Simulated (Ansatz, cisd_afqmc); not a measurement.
System: F, charge 0, doublet.

Total energies in def2-SVPD, 7 correlated electrons, 1 frozen orbitals. UHF or UKS for unpaired electrons; spin-orbit terms are left out. Correlated methods leave the cores frozen. No relativity. AFQMC is phaseless with a CISD trial state; ± is one standard error, without the phaseless bias. Outlying blocks are dropped, and bars are widened where a walk drifts. Over all cases where full CI ran beside it in this data, AFQMC minus full CI had a median of +0.1 mEh and passed +0.4 mEh in a tenth of the cases. Full CI freezes restricted core orbitals and the other rows unrestricted ones, which leaves a small offset even where coupled cluster is exact.

```csv
method,program,energy (Eh),error against FCI (mEh)
HF,Ansatz,-99.28960,160.16
MP2,Ansatz,-99.43573,14.03
CCSD,Ansatz,-99.44764,2.12
CCSD(T),Ansatz,-99.44952,0.24
CCSDT(Q),Ansatz,-99.44979,-0.03
CCSDTQ,Ansatz,-99.44979,-0.03
AFQMC/CISD,cisd_afqmc,-99.4496 ± 0.0001,0.1 ± 0.1
FCI,Ansatz,-99.44976,0.00
```

Ansatz is a quantum-chemistry and plane-wave program.
